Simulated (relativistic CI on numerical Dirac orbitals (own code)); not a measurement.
P XIV: q coefficients

These numbers are calculated, not measured: Dirac-Coulomb-Breit CI, KLI orbitals optimised for each configuration, derivatives by finite differences, unscaled Slater integrals, QED left out (own radial code, finite nucleus).

Configuration list: 1s2, 1s 2s, 1s 2p. Levels of other configurations are missing.

With x = (α/α₀)² − 1 an excitation energy changes as ω = ω₀ + qx; K = 2q/ω₀ is the relative enhancement. Terms are leading LS components, so labels can repeat.

Lowest level 1s2 1S_0.

```csv
Level,ω₀ (cm⁻¹),q (cm⁻¹)
1s 2s 3S_1,17129745,36140
1s 2p 3P°_0,17253663,41230
1s 2p 3P°_1,17256088,43110
1s 2s 1S_0,17264638,39460
1s 2p 3P°_2,17265783,53430
1s 2p 1P°_1,17359735,48840
```

At this charge energies of transitions that change n are usually good to better than 1 %, and those within a shell (Δn = 0) to a few per cent.

**Question.** Which transition from the lowest level has the largest |K|?

**Answer.** 1s 2p 3P°_2 at 17265783 cm⁻¹, K = 0.00619.
